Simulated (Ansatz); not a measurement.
Compare A (`CC[Si]O`) with its isomer B (`[SiH3]C1CO1`).

Computed with Ansatz on PBE0-D4/def2-TZVP structures; ΔE is electronic, products minus reactants. CCSD(T)/CBS is the MP2 limit (def2-TZVPP, def2-QZVPP) plus CCSD(T) − MP2 in def2-TZVPP, frozen cores. DFT in def2-TZVPP. B3LYP here is the variant with VWN-RPA as its local correlation; programs differ in this. Each species was taken in one conformer, which may not be the lowest.

A:

```xyz
10

C    -0.507   -0.274   -0.815
C     0.114   -0.764    0.484
Si    0.992    0.484    1.641
O     0.829    1.906    0.811
H     0.241    0.181   -1.474
H    -0.973   -1.082   -1.384
H    -1.287    0.472   -0.634
H    -0.636   -1.266    1.114
H     0.859   -1.551    0.291
H     0.367    1.895   -0.034
```

B:

```xyz
10

Si    0.4423    0.3681    1.3136
C    -0.1465    0.4655   -0.4635
C    -0.3374   -0.7471   -1.2685
O    -1.4490   -0.0849   -0.7119
H     1.8990    0.6655    1.3727
H    -0.2823    1.3560    2.1539
H     0.1872   -1.0052    1.8183
H     0.0457    1.3816   -1.0238
H    -0.1092   -1.7210   -0.8408
H    -0.2497   -0.6783   -2.3501
```

Problem. Which isomer does CCSD(T)/CBS put lower? Give the gap. (Estimate.)

Solution. Computed: A, by 188.6 kJ/mol.

Problem. Give E(B) − E(A) in kJ/mol with PBE-D4, BLYP-D4, HF/def2-TZVPP, B3LYP-D4, CCSD(T)/def2-TZVPP, LDA (SPW92), B2PLYP. (An estimate is asked.)

Solution. The calculation gave: PBE-D4 173.7, BLYP-D4 186.9, HF/def2-TZVPP 175.3, B3LYP-D4 186.4, CCSD(T)/def2-TZVPP 185.0, LDA (SPW92) 179.1, B2PLYP 184.3. None reverses the order clearly.

Problem. Does the order hold for the free energy at 298.15 K (harmonic terms from PBE0-D4)? (Best estimate.)

Solution. Computed: Yes: G(B) − G(A) = +174.6 kJ/mol, for one conformer each.

Largest T1 diagnostic: 0.013.

Leaving LDA and LC-ωPBE aside and taking each functional with its dispersion term where it has one, the values, not all of them listed here, spread over 25.0 kJ/mol, from ωB97X-V to ωB97M-V. LDA lies +7.1 kJ/mol from PBE without D4. In def2-TZVPP, CCSD(T) changes the Hartree–Fock value by +9.7 kJ/mol (the triples alone add −1.8 kJ/mol) and MP2 by +6.6 kJ/mol.
